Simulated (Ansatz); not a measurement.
Two isomers of CH6ClNSSi: A = `C[Si](N)(S)Cl`, B = `CS[SiH](N)Cl`.

Program: Ansatz. Geometries: PBE0-D4/def2-TZVP. ΔE: electronic, gas phase. CCSD(T)/CBS adds triple-zeta CCSD(T) − MP2 to the extrapolated MP2 energy (def2 sets, frozen cores). DFT in def2-TZVPP. B3LYP here is the variant with VWN-RPA as its local correlation; programs differ in this. One conformer a species, not always the lowest.

Which isomer does CCSD(T)/CBS put lower? Give the gap. (An estimate is asked.)

Ansatz gave: A, by 15.9 kcal/mol.

Give E(B) − E(A) in kcal/mol with HF/def2-TZVPP, PBE0-D4, CCSD/def2-TZVPP, r2SCAN-D4, B2PLYP, B3LYP, ωB97M-V. (An estimate is asked.)

The calculation gave: HF/def2-TZVPP 15.1, PBE0-D4 15.8, CCSD/def2-TZVPP 16.3, r2SCAN-D4 16.4, B2PLYP 15.6, B3LYP 15.3, ωB97M-V 16.4. None reverses the order clearly.

Largest T1 diagnostic: 0.010.

In def2-TZVPP, CCSD(T) changes the Hartree–Fock value by +1.2 kcal/mol (the triples alone add −0.1 kcal/mol) and MP2 by +1.3 kcal/mol.
